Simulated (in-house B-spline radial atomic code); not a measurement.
Configurations of Sb⁴⁺, with energies counted from [Kr] 4d10 5s1. Computed with a radial B-spline atomic code at the basis-set limit: scalar-relativistic (X2C) r2SCAN0, spin-polarised, spherical fractional occupations, exact exchange averaged over the configuration, Fermi nucleus of rms radius 4.6802 fm. Shells without spins written out take the highest spin.

Occupations are held fixed; configurations that lie above the ionisation limit could autoionise.

```
                 configuration  E - E(ref) (eV)  highest orbital  its <r> (bohr)
                 [Kr] 4d10 6d1           37.417            6d up            5.35
                 [Kr] 4d10 5f1            38.78            5f up             4.9
              [Kr] 4d9 5s1 6s1           57.525            6s up           3.729
[Ar] 3d10 4s2 4p5 4d10 4f1 5s1           132.36            4f up           2.227
     [Ar] 3d9 4s2 4p6 4d10 5s2           529.23          5s down           1.899
 [Ar] 3d9 4s2 4p6 4d10 5s1 5d1              555            5d up           2.777
```

Question: Order these further configurations by energy, lowest first.
A. [Ar] 3d9 4s2 4p6 4d10 5s1 5f1
B. [Ar] 3d9 4s2 4p6 4d10 4f1 5s1
C. [Ar] 3d10 4s2 4p5 4d10 5s1 6f1
D. [Ar] 3d10 4s2 4p5 4d10 5s1 5f1
E. [Kr] 4d9 5s1 5f1

Answer: E (68.599 eV), D (141.88 eV), C (147.45 eV), B (559.8 eV), A (569.19 eV).

Question: How far above the reference does [Kr] 4d9 4f1 5s1 lie?

Answer: 59.177 eV; its least bound orbital is 4f up with <r> = 2.269 bohr.
